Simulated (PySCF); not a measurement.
## Telling isomers of C5H14OSi2 apart by NMR

PySCF 2.14.0 with density-fitted response routines calculation with GFN2-xTB structure and shielding tensors at PBE0/pcSseg-1 (GIAO); no solvent, fast rotation and ring inversion assumed for equivalent nuclei, single conformer, relativity neglected.

Scale: 1H (31.72 ppm) and 13C (186.93 ppm) vs TMS (reference shieldings calculated alike). Where no couplings were computed, multiplicities follow the n + 1 count of equivalent neighbours, and m marks all less simple cases (inequivalent or close neighbours, rings, F or P nearby). Shifts are as computed. Against solution values, carbons near 30 ppm lie about +3 ppm off and those near 130 ppm about +5 ppm. Of 1211 compounds with measured shifts, 218 miss one by over three times the rms of a fit or turn the order of signals round; such compounds aren't used in these exercises.

(1) Tabulate the signals of `[SiH3]C[SiH]1CCOCC1`, `CC(C)/C([SiH3])=C/O[SiH3]` and their relative energies.

(2) What is the quickest way to tell [SiH3]C[SiH]1CCOCC1 from CC(C)/C([SiH3])=C/O[SiH3]?

Answers

(1) 
| SMILES | carbon types | δC | δH | E rel. (kcal/mol) |
| --- | --- | --- | --- | --- |
| [SiH3]C[SiH]1CCOCC1 | 5×CH2 | 71.9, 16.5, -8.9 | 4.53 (m, 2H), 4.39 (m, 1H), 3.92 (t, 3H), 3.40 (m, 2H), 0.97 (m, 2H), 0.64 (m, 2H), -0.24 (m, 2H) | 0.0 |
| CC(C)/C([SiH3])=C/O[SiH3] | 1×C 2×CH 2×CH3 | 152.6, 128.9, 36.0, 25.6 | 6.91 (s, 1H), 5.03 (s, 3H), 4.13 (s, 3H), 2.25 (sept, 1H), 1.11 (d, 6H) | 10.2 |

Energies are electronic energies at PBE0/pcSseg-1 on these geometries, without zero-point or thermal terms, each for the one conformer computed, which needn't be the lowest.

(2) Count the carbon signals: 3 against 4. The first has an sp3 CH2 bonded to O at 71.9 ppm, the second an alkene carbon bearing oxygen (CH) at 152.6 ppm. In the proton spectra the most deshielded non-exchanging signals are 4.53 (m, 2H) and 6.91 (s, 1H).
